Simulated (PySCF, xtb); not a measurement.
C2H7FOSi, SMILES CO[SiH](C)F. Other conformers were not sampled.

Harmonic wavenumbers (cm⁻¹) from GFN2-xTB (xtb) at its own minimum, in rising order: 78, 87, 95, 151, 200, 263, 294, 649, 674, 708, 788, 812, 847, 875, 1135, 1143, 1182, 1382, 1419, 1478, 1481, 1485, 1489, 2306, 2950, 2961, 2994, 3023, 3036, 3056.

Question: What does B3LYP-D3(BJ)/def2-SVP run with PySCF give at its own minimum? (An estimate is asked for; the answer gives what the named calculation found.)

Answer: 73, 88, 123, 154, 218, 311, 346, 654, 749, 765, 793, 848, 912, 949, 1153, 1177, 1215, 1281, 1428, 1430, 1473, 1478, 1479, 2239, 2993, 3037, 3067, 3109, 3131, 3133. Paired by order, the mean absolute difference is 42 cm⁻¹ and the zero-point energies are 55.8 and 56.9 kcal/mol.
